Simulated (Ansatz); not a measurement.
Input file for `C=C[SiH2][AlH2]`:

```yaml
crystal:
  periodic: [false, false, false]
  atoms:
    - {symbol: C, position_ang: [-1.126955, 1.842551, 0.409248]}
    - {symbol: C, position_ang: [-0.042022, 1.088988, 0.569857]}
    - {symbol: Si, position_ang: [-0.062053, -0.777869, 0.563558]}
    - {symbol: Al, position_ang: [1.210031, -1.682104, -1.339436]}
    - {symbol: H, position_ang: [-2.115363, 1.405476, 0.296860]}
    - {symbol: H, position_ang: [-1.078218, 2.927867, 0.388085]}
    - {symbol: H, position_ang: [0.918497, 1.592276, 0.675779]}
    - {symbol: H, position_ang: [-1.485661, -1.225003, 0.559103]}
    - {symbol: H, position_ang: [0.558576, -1.284162, 1.827678]}
    - {symbol: H, position_ang: [2.536808, -0.948270, -1.821706]}
    - {symbol: H, position_ang: [0.751760, -2.996849, -2.108326]}
basis:
  gaussian: {orbitals: def2-TZVPP}
correlation: {method: ccsd_t}
output: {orbitals: {seedname: orbitals}}
```

```sh
$ ansatz run in.yaml --threads 2 --pin off --events-out ev --progress --plain --max-ram 4352MiB
```

Output of Ansatz, abridged:

```
Functional definition: HF
1412 factors; integrals over basis functions are off by at most 1.1e-3 eV
mean field evaluation 1: about -16613.7838 eV, gradient 2.9e1 eV
mean field evaluation 2: about -16613.9905 eV, gradient 2.9e1 eV
mean field evaluation 4: about -16617.0031 eV, gradient 3.4e0 eV
mean field evaluation 8: about -16617.0622 eV, gradient 2.3e-1 eV
mean field -16617.06244905 eV, -610.6657815530 hartree, gradient 6.2e-6 eV, S^2 0.000000; 0 other end points of the search recorded, 0 dependent functions left out
12 core orbitals not correlated: weight in the atoms' cores, before any rotation towards them, 1.000 or more for the frozen orbitals, at most 0.000 for the correlated occupied ones
reference -16617.06244905 eV, -610.6657815530 hartree; 11, 11 occupied and 221, 221 virtual orbitals, 1412 factors
second order -14.39272525 eV of doubles, -0.00000000 eV of singles
cycle   1  -15.34768690 eV  change   -9.5e-1 eV  update   9.5e-2
cycle   2  -15.87631161 eV  change   -5.3e-1 eV  update   3.2e-2
cycle   3  -15.94507554 eV  change   -6.9e-2 eV  update   1.3e-2
cycle   4  -15.94133906 eV  change    3.7e-3 eV  update   3.9e-3
cycle   5  -15.94166392 eV  change   -3.2e-4 eV  update   1.5e-3
cycle   6  -15.94155082 eV  change    1.1e-4 eV  update   4.3e-4
cycle   7  -15.94145385 eV  change    9.7e-5 eV  update   1.6e-4
cycle   8  -15.94147865 eV  change   -2.5e-5 eV  update   6.9e-5
cycle   9  -15.94148843 eV  change   -9.8e-6 eV  update   2.4e-5
perturbative correction -0.64950498 eV, -0.0238688677 hartree
Total energy: -16633.65344246 eV, -611.2754893150 hartree
```

Hardware: 2 threads of an Arm Neoverse V1 on a shared host. Wall time 7.4 min, peak host memory 1.9 GiB.

Correlation energy per correlated electron: -0.754 eV. T1 diagnostic: 0.0124.
